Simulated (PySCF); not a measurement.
**C₆ coefficients of unlike pairs at PBE**

Calculated with PySCF 2.14 from the dipole response of each species, C₆(A,B) = (3/π) ∫ α_A(iu) α_B(iu) du, in atomic units, from isotropic polarisabilities. For ions this is the dispersion term alone; charge-induced terms of lower order in 1/R come first.

```tsv
species	configuration	basis	relativity	α (bohr³)	C₆ (like pair)
As³⁺	[Ar] 3d10 4s2 (1S)	aug-cc-pVQZ-PP with one added diffuse shell each of s, p, d, f, g type with ECP10MDF (8s7p6d4f3g)	core potential	6.738	20.32
Ru	[Kr] 4d7 5s1 (5F)	aug-cc-pVTZ-DK (9s8p6d3f2g)	spin-free X2C	58.17	535.9
Mg	[Ne] 3s2 (1S)	aug-cc-pVDZ-DK (5s4p2d)	spin-free X2C	73.08	647.7
Ta	[Xe] 4f14 5d3 6s2 (4F)	x2c-TZVPPall with one added diffuse shell each of s, p, d, f type (12s8p8d4f1g)	spin-free X2C	81.19	1031
```

Q: Estimate C₆ for Mg with As³⁺.

A: The integral gives 93.76. The combination rule 2 C_A C_B / (C_A α_B/α_A + C_B α_A/α_B) gives 93.98 and the geometric mean 114.7.

No spin-orbit coupling is included.

The other pairs:

| pair | C₆ |
| --- | --- |
| Ta, As³⁺ | 132.0 |
| Mg, Ru | 571.4 |
| Ta, Mg | 802.0 |
| Ru, As³⁺ | 97.13 |
| Ta, Ru | 741.7 |
